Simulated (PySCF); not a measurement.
Steps of a relaxation of [TbH4]−

[TbH4]− (singlet in the valence; each metal's 4f electrons, 8 of them, lie in its core potential, out of spins and levels). PySCF 2.14.0, RKS PBE0, Tb lcecp-1-SVP with ECP54, H def2-SVP; non-relativistic Hamiltonian with scalar-relativistic core potentials where named; density fitting; no spin-orbit coupling. Origin of the start: template. Columns: position (Å) and force (eV/Å). Energies are counted from the last step; some of the 4 steps are shown. Forces carry noise of the integration grid, about 0.01 to 0.03 eV/Å.

Run from Python with OMP_NUM_THREADS=2. Where DIIS fails, smearing, a level shift and second-order steps follow.
It took 4.5 s on 2 threads of Arm Neoverse V1, on a shared host, from the converged density of the start.

```xyz
5
step 0  E = 0.122 eV
Tb    0.0000    0.0000    0.0000     0.00    0.00    0.00
H     1.2702    1.2702    1.2702    -0.34   -0.34   -0.34
H    -1.2702   -1.2702    1.2702     0.34    0.34   -0.34
H     1.2702   -1.2702   -1.2702    -0.34    0.34    0.34
H    -1.2702    1.2702   -1.2702     0.34   -0.34    0.34
```

```xyz
5
step 1  E = 0.055 eV
Tb    0.0000    0.0000    0.0000     0.00    0.00    0.00
H     1.2508    1.2508    1.2508    -0.23   -0.23   -0.23
H    -1.2508   -1.2508    1.2508     0.23    0.23   -0.23
H     1.2508   -1.2508   -1.2508    -0.23    0.23    0.23
H    -1.2508    1.2508   -1.2508     0.23   -0.23    0.23
```

```xyz
5
step 2  E = 0.000 eV
Tb    0.0000    0.0000    0.0000     0.00    0.00    0.00
H     1.2097    1.2097    1.2097     0.02    0.02    0.02
H    -1.2097   -1.2097    1.2097    -0.02   -0.02    0.02
H     1.2097   -1.2097   -1.2097     0.02   -0.02   -0.02
H    -1.2097    1.2097   -1.2097    -0.02    0.02   -0.02
```

Where does the relaxation end?

It converges at step 3 in Td:
```xyz
5
step 3  E = 0
Tb    0.0000    0.0000    0.0000
H     1.2129    1.2129    1.2129
H    -1.2129   -1.2129    1.2129
H     1.2129   -1.2129   -1.2129
H    -1.2129    1.2129   -1.2129
```

How did the contacts change?


| contact | start (Å) | end (Å) |
| --- | --- | --- |
| Tb1–H2 (H) | 2.200 | 2.101 |
| Tb1–H3 (H) | 2.200 | 2.101 |
| Tb1–H4 (H) | 2.200 | 2.101 |
| Tb1–H5 (H) | 2.200 | 2.101 |


An lcecp potential fixes the number of 4f electrons, so in runs with it no electron can move into or out of that shell.
